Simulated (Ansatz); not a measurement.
Molecule: BeF$_{2}$ (charge 0, singlet). 
Structure (B3LYP-D3(BJ)/def2-TZVP (Ansatz, a program for electronic structure) minimum search):
SMILES: [F][Be][F]
```xyz
3

Be     0.0000     0.0000     0.0000
F      0.0000     0.0000    -1.3812
F      0.0000     0.0000     1.3812
```

Parts of the frozen-core correlation energy in def2-SVP (Ansatz, hartree). Frozen orbitals: 3; correlated occupied orbitals by spin: 8 and 8; virtual: 26 and 26. No spin-orbit coupling. No relativistic terms.

```csv
term,value
reference (HF),-213.48556
MP2 opposite-spin,___
MP2 same-spin,___
CCSD correlation,-0.40892
(T),___
CCSDT minus CCSD(T),-0.00026
T1 diagnostic,0.014
largest doubles amplitude,0.024
```

**Question.** Some entries are withheld; supply them.

**Answer.** 
- MP2 opposite-spin, value: -0.29339
- MP2 same-spin, value: -0.11298
- (T), value: -0.00470
